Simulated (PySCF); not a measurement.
SnClBr, SMILES [Cl][Sn][Br] (connectivity only; charge and spin as stated), neutral, multiplicity 1. Atoms are numbered in the order given.

```xyz
3

Sn     0.6866    -0.5709     0.0000
Cl    -1.2905    -1.8661     0.0000
Br    -0.3541     1.7219     0.0000
```

The structure is a stationary point at PBE0-D3(BJ)/def2-TZVP. The def2 effective core potentials stand for the cores of Sn; spin–orbit coupling is left out.

Level of theory: M06-2X/def2-TZVPD run with PySCF.

Mulliken values depend strongly on the basis, most of all with diffuse functions as here. ESP charges are fitted to the potential on shells at 1.4 to 2.0 van der Waals radii. Atomic charges (e):

| atom | ESP fit | Mulliken |
|---|---|---|
| Sn1 | ___ | 0.79 |
| Cl2 | ___ | -0.45 |
| Br3 | ___ | -0.34 |

Question: Fill in the missing entries. (An estimate is asked for; the answer gives what the named calculation found.)

Answer: 
- Sn1, ESP fit: 0.45
- Cl2, ESP fit: -0.23
- Br3, ESP fit: -0.22
